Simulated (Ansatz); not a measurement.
Input for Ansatz (a first-principles code): U-wB97X-V/def2-TZVPP on C (SMILES [C]).

Ansatz 0.2 input:
```yaml
crystal:
  periodic: [false, false, false]
  atoms:
    - {symbol: C, position_ang: [0.00000000, 0.00000000, 0.00000000]}
basis:
  gaussian:
    orbitals: def2-TZVPP
hamiltonian:
  xc: {name: wB97X-V}
magnetization: {spin_polarized: true, initial_magnetization: 2}
```

It printed:

```
WARN ansatz: RAYON_NUM_THREADS=1 ignored (pool sized by the plan → 1); use --threads N
Functional definition: wB97X-V
integrals: 0.00 GiB planned
180 factors; their error is unknown
integrals: 0.04 GiB planned
39 factors; integrals over basis functions are off by at most 3.8e-5 eV
mean field: 0.08 GiB planned
mean field evaluation 1: about -1029.7795 eV, gradient 3.7e0 eV
mean field evaluation 2: about -1029.8524 eV, gradient 7.9e-1 eV
mean field evaluation 4: about -1029.8584 eV, gradient 2.6e-2 eV
mean field evaluation 8: about -1029.8581 eV, gradient 2.0e-3 eV
mean field -1029.85809212 eV, -37.8465868226 hartree, gradient 8.7e-5 eV, S^2 2.003372; 0 other end points of the search recorded, 0 dependent functions left out
reference -1029.85809276 eV, -37.8465868460 hartree; 4, 2 occupied and 27, 29 virtual orbitals, 180 factors
Total energy: -1029.85809276 eV, -37.8465868460 hartree
```

Self-consistency was reached.

Cost: around 0.7 core-seconds (rough).
